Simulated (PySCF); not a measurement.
Mg(OH)(OSiH3) (H4MgO2Si), SMILES [OH][Mg][O][SiH3]. Atoms are numbered in the order given.

```xyz
8

Mg     0.0000     0.0000     1.2541
O      0.0000     0.0000     3.0134
H      0.0000     0.0000     3.9657
O      0.0000     0.0000    -0.5458
Si     0.0000     0.0000    -2.1828
H     -1.2084    -0.6977    -2.7324
H      1.2084    -0.6977    -2.7324
H      0.0000     1.3954    -2.7324
```
Charge 0, spin multiplicity 1.

Coordinates come from a r2SCAN-D4/def2-SVP optimisation. The values are those of a single conformer.

These are PySCF with KT2/pcSseg-1 values and carry that method's errors.

GIAO shieldings, no solvent; atoms alike by connectivity are averaged. δ = σ(ref) − σ: ¹⁷O against H2O (σ = 330.4 ppm); ¹H against TMS (σ = 31.47 ppm); ²⁹Si against TMS (σ = 361.9 ppm), references at their B3LYP-D3(BJ)/def2-TZVP geometries, non-relativistic.

Computed chemical shifts:
| nucleus | atoms | count | δ (ppm) |
|---|---|---|---|
| ¹⁷O | O4 | 1 | -36.2 |
| ¹⁷O | O2 | 1 | -71.2 |
| ¹H | H6, H7, H8 | 3 | 5.65 |
| ¹H | H3 | 1 | -0.38 |
| ²⁹Si | Si5 | 1 | -39.6 |
